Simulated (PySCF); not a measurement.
How methods differ on the ionisation energy of Cu

Cu [Ar] 3d10 4s1 [4s1/2^1, M_J = 1/2] → Cu⁺ [Ar] 3d10, as a difference of total energies. All numbers are calculated (PySCF 2.14, the two-component X2C-1e Hamiltonian, in x2c-SVPall-2c (5s5p3d1f, 42 functions)). Correlated levels: [Ne] frozen; the 6 highest virtual spinors dropped. "Screened" scales the spin-orbit matrix elements by Boettger's factors to mimic the two-electron term; Breit and QED terms are absent.

```csv
method,ionisation energy (eV),error (eV)
GHF (screened spin-orbit),6.560,-1.166
GMP2 (screened spin-orbit),7.209,-0.517
```

Reference: 7.726 eV (measured; NIST Atomic Spectra Database, ionization energies).

Errors of the correlated levels include the incompleteness of this basis and the frozen core.
